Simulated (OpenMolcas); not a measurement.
## OpenMolcas run: Br4+

Input:

```
&GATEWAY
Coord
1

Br 0.0 0.0 0.0
Basis=ANO-RCC-VTZP
Group=XYZ
NoMove
AngMom=0.0 0.0 0.0
AMFI
&SEWARD
&RASSCF
FileOrb=start.orb
Symmetry=2
Spin=4
nActEl=3 0 0
Inactive=8 6
Ras2=1 3
CIRoot=1 1 1
SDav=1
CIMx=300
Iter=120 100
PrWF=0.3
OrbListing=Nothing
MaxOrb=0
Atom
>>> COPY $Project.JobIph JOBPRE
&RASSCF
FileOrb=start.orb
Symmetry=2
Spin=4
nActEl=3 0 2
Inactive=8 6
Ras2=1 3
Ras3=5 0
CIRoot=1 1 1
SDav=46
CIMx=300
Iter=120 100
PrWF=0.3
OrbListing=Nothing
MaxOrb=0
Thrs=2.0e-7 1.0e-1 5.0e-4
Atom
>>> COPY $Project.JobIph JOB001
&RASSCF
FileOrb=start.orb
Symmetry=2
Spin=2
nActEl=3 0 2
Inactive=8 6
Ras2=1 3
Ras3=5 0
CIRoot=11 11 1
SDav=116
CIMx=300
Iter=120 100
PrWF=0.3
OrbListing=Nothing
MaxOrb=0
Thrs=2.0e-7 1.0e-1 5.0e-4
Atom
>>> COPY $Project.JobIph JOB002
&RASSCF
FileOrb=start.orb
Symmetry=1
Spin=4
nActEl=3 0 2
Inactive=8 6
Ras2=1 3
Ras3=5 0
CIRoot=3 3 1
SDav=28
CIMx=300
Iter=120 100
PrWF=0.3
OrbListing=Nothing
MaxOrb=0
Thrs=2.0e-7 1.0e-1 5.0e-4
Atom
>>> COPY $Project.JobIph JOB003
&RASSCF
FileOrb=start.orb
Symmetry=1
Spin=2
nActEl=3 0 2
Inactive=8 6
Ras2=1 3
Ras3=5 0
CIRoot=9 9 1
SDav=84
CIMx=300
Iter=120 100
PrWF=0.3
OrbListing=Nothing
MaxOrb=0
Thrs=2.0e-7 1.0e-1 5.0e-4
Atom
>>> COPY $Project.JobIph JOB004
&RASSI
NrOfJobIphs=4 1 11 3 9
1
1 2 3 4 5 6 7 8 9 10 11
1 2 3
1 2 3 4 5 6 7 8 9
IphNames
JOB001
JOB002
JOB003
JOB004
EJob
SpinOrbit
DIPRint=1.0
SOCoupling=1000.0
Subsets=2
MEES
Property=10
'ANGMOM' 1 'ANGMOM' 2 'ANGMOM' 3 'MLTPL  1' 1 'MLTPL  1' 2 'MLTPL  1' 3
'AMFI' 1 'AMFI' 2 'AMFI' 3 'MLTPL  2' 6
SOProperty=3
'ANGMOM' 1 'ANGMOM' 2 'ANGMOM' 3
```

A driver script runs the steps one by one and writes start.orb anew before each from the orbitals found so far.

Output, cut to the results:

```
--- SEWARD ---
Basis set label: BR.ANO-RCC...6S5P3D1F.

      Electronic valence basis set:
      ------------------
      Associated Effective Charge  35.000000 au
      Associated Actual Charge     35.000000 au
      Nuclear Model: Point charge

      Shell  nPrim  nBasis  Cartesian Spherical Contaminant
         s      20       6        X
         p      17       5        X
         d      11       3                 X
         f       4       1                 X
                  Relativistic Douglas-Kroll-Hess integrals:
                    - DKH order of Hamiltonian: 2
                    - DKH order of Properties : 0
                  Atomic mean-field integrals
--- RASSCF ---
Wave function specifications:
      -----------------------------

      Number of closed shell electrons          28
      Number of electrons in active shells       3
      Max number of holes in RAS1 space          0
      Max nr of electrons in RAS3 space          2
      Number of inactive orbitals               14
      Number of active orbitals                  9
      Number of secondary orbitals              20
      Spin quantum number                      1.5
      State symmetry                             2
Orbital specifications:
      -----------------------

      Symmetry species                           1   2
                                                ag  au
      Frozen orbitals                            0   0
      Inactive orbitals                          8   6
      Active orbitals                            6   3
      RAS1 orbitals                              0   0
      RAS2 orbitals                              1   3
      RAS3 orbitals                              5   0
      Secondary orbitals                         7  13
      Deleted orbitals                           0   0
      Number of basis functions                 21  22
      Number of CSFs                            46
      Number of root(s) required                 1
      Iter CI   SX   CI       RASSCF       Energy    max ROT     max BLB   max BLB  Level Ln srch  Step   QN
          iter iter root      energy       change     param      element    value   shift minimum  type update
 Nr of preliminary CI iterations:   1
 ###############################################################################
 ###############################################################################
 ###                                                                         ###
 ###                                                                         ###
 ###    WARNING: Problems in orbital optimization.                           ###
 ###                                                                         ###
 ###                                                                         ###
 ###############################################################################
 ###############################################################################
  Warning: In symmetry  1, orbital p=   9 has diagonal density matrix element D(p,p) close to zero. D(p,p)=  5.496380E-25
      Total energies have been shifted. Add                -2000.00 au
        ...
 ###############################################################################
 ###############################################################################
  Warning: In symmetry  1, orbital p=   9 has diagonal density matrix element D(p,p) close to zero. D(p,p)=  7.449630E-25
        4   1    1    1  -599.15991934   -1.36E-12   0.00E+00    3   9 1  2.43E-08   0.50   0.00    SX    NO
      Convergence after  4 iterations
        5   1    1    1  -599.15991934   -4.55E-13   0.00E+00    3   9 1  2.43E-08   0.50   0.00    SX    NO
      Natural orbitals and occupation numbers for root  1
      sym 1:   0.000000   0.004144   0.004144   0.004144   0.004144   0.004144
      sym 2:   0.993094   0.993094   0.993094
::    RASSCF root number  1 Total energy:  -2599.15991934
--- RASSCF ---
Wave function specifications:
      -----------------------------

      Number of closed shell electrons          28
      Number of electrons in active shells       3
      Max number of holes in RAS1 space          0
      Max nr of electrons in RAS3 space          2
      Number of inactive orbitals               14
      Number of active orbitals                  9
      Number of secondary orbitals              20
      Spin quantum number                      0.5
      State symmetry                             2
...
--- RASSI ---
SPIN-FREE ENERGIES:
  (Shifted by EMIN (a.u.) =      -2600.2438080731)

 SF State       Relative EMIN(au)   Rel lowest level(eV)    D:o, cm**(-1)      L_eff

     2             0.0000000000        0.0000000000              0.0000         1.0
     3             0.0000000000        0.0000000000              0.0000         1.0
     4             0.0000000000        0.0000000000              0.0000         1.0
    13             0.4015541145       10.9268441093          88130.9413         1.0
    14             0.4015541145       10.9268441093          88130.9413         1.0
    15             0.4015541145       10.9268441093          88130.9413         1.0
    16             0.5363085398       14.5936988226         117706.1191         2.0
    17             0.5363085398       14.5936988226         117706.1191         2.0
    18             0.5363085398       14.5936988226         117706.1191         2.0
    19             0.5363085398       14.5936988226         117706.1191         2.0
    20             0.5363085398       14.5936988226         117706.1191         2.0
    21             0.6756662960       18.3858165531         148291.6112         0.0
    22             0.7284724844       19.8227461439         159881.2300         1.0
    23             0.7284724844       19.8227461439         159881.2300         1.0
    24             0.7284724844       19.8227461439         159881.2300         1.0
     7             1.0593135114       28.8253891134         232492.4424         2.0
     8             1.0593135114       28.8253891134         232492.4424         2.0
     9             1.0593135114       28.8253891134         232492.4424         2.0
     5             1.0593135114       28.8253891134         232492.4424         2.0
     6             1.0593135114       28.8253891134         232492.4424         2.0
     1             1.0838887300       29.4941148795         237886.0795         0.0
...
```

Levels above the lowest, from the spin-orbit matrix, grouped by J:

```json
{"Configuration": "4s2 4p", "Term": "2P*", "J": "1/2", "E (eV)": "0.0000", "Measured (eV)": "0.0000", "g": "0.666", "Term weight %": "100"}
{"Configuration": "4s2 4p", "Term": "2P*", "J": "3/2", "E (eV)": "0.6845", "Measured (eV)": "0.7551", "g": "1.334", "Term weight %": "100"}
{"Configuration": "4s 4p2", "Term": "4P", "J": "1/2", "E (eV)": "10.9459", "Measured (eV)": "", "g": "2.667", "Term weight %": "100"}
{"Configuration": "4s 4p2", "Term": "4P", "J": "3/2", "E (eV)": "11.2167", "Measured (eV)": "", "g": "1.734", "Term weight %": "100"}
{"Configuration": "4s 4p2", "Term": "4P", "J": "5/2", "E (eV)": "11.5944", "Measured (eV)": "", "g": "1.598", "Term weight %": "99"}
{"Configuration": "4s 4p2", "Term": "2D", "J": "3/2", "E (eV)": "15.0299", "Measured (eV)": "15.2427", "g": "0.802", "Term weight %": "100"}
{"Configuration": "4s 4p2", "Term": "2D", "J": "5/2", "E (eV)": "15.0848", "Measured (eV)": "15.3279", "g": "1.204", "Term weight %": "99"}
{"Configuration": "4s 4p2", "Term": "2S", "J": "1/2", "E (eV)": "18.7728", "Measured (eV)": "", "g": "1.897", "Term weight %": "91"}
{"Configuration": "4s 4p2", "Term": "2P", "J": "1/2", "E (eV)": "20.0853", "Measured (eV)": "19.6091", "g": "0.774", "Term weight %": "92"}
{"Configuration": "4s 4p2", "Term": "2P", "J": "3/2", "E (eV)": "20.4487", "Measured (eV)": "19.9628", "g": "1.333", "Term weight %": "100"}
```

Against the 5 measured excited levels shown (Moore, Atomic Energy Levels, vol. II, NSRDS-NBS 35 (1971 reprint of NBS Circular 467, 1952)) the mean absolute deviation is 2400 cm-1; the largest miss in energy is 4s 4p2 2P 3/2: computed 20.4487, measured 19.9628 eV (+2.4 %), and the largest in proportion 4s2 4p 2P* 3/2 (-9.3 %).

Active for correlation alone: 4d; no level in the range computed is led by a configuration that fills it, so any true level of that kind is missing. Measured partners are found by configuration, term and J. A level has none where our copy of the source lacks it or the pairing is in doubt (some pairs that miss far off the trend of their configuration count as doubtful), and it then counts in no deviation. Levels of configurations outside the active space are missing. The first state left out of the spin-orbit step lies near 220000 cm-1 above the lowest spin-free state of the reference (among the parities and spins computed), and the list stops at four fifths of that energy or lower.

The term weight is that of the spin-free term in the level, not the purity of its configuration. * marks odd parity.
